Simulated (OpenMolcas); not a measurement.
V4+ (d1) in a complex was computed by CASSCF with the d shell active (OpenMolcas, ANO-RCC-VDZP on the metal). Its lowest spin-free states, and all those of the highest spin:

```json
{"2S+1": "2", "Degeneracy": "1", "E (cm-1)": "0.0"}
{"2S+1": "2", "Degeneracy": "2", "E (cm-1)": "261.0"}
{"2S+1": "2", "Degeneracy": "2", "E (cm-1)": "38822"}
```

Q: Is the site octahedral, tetrahedral or cube-like, axial, or of lower symmetry?

A: The states with 2S+1 = 2 have orbital degeneracies 1, 2, 2. There are pairs but no triples, so the site is axial: not cubic, but with a proper or improper axis of order three or more. The run had V4+ with 6 ligands (ammonia) in octahedral coordination (S6) at 1.88 Å. Ligand basis ANO-RCC-VDZP.

The least metal-like active orbital is 73 % on the metal (Löwdin) and no ligand orbital is active, so the numbers are rough. Ligand-to-metal charge-transfer states are missing. With metal d orbitals alone the field can be off either way by tens of per cent. The distance lies 6 % under the 2 Å that this model takes as the normal distance (a Shannon-type radius plus a fixed donor radius); by an R⁻⁵ law this alone changes a d-shell field by about +36 %. No measured value stands beside these numbers; the geometry is a model, was not optimised and need not be the one that this ion takes.
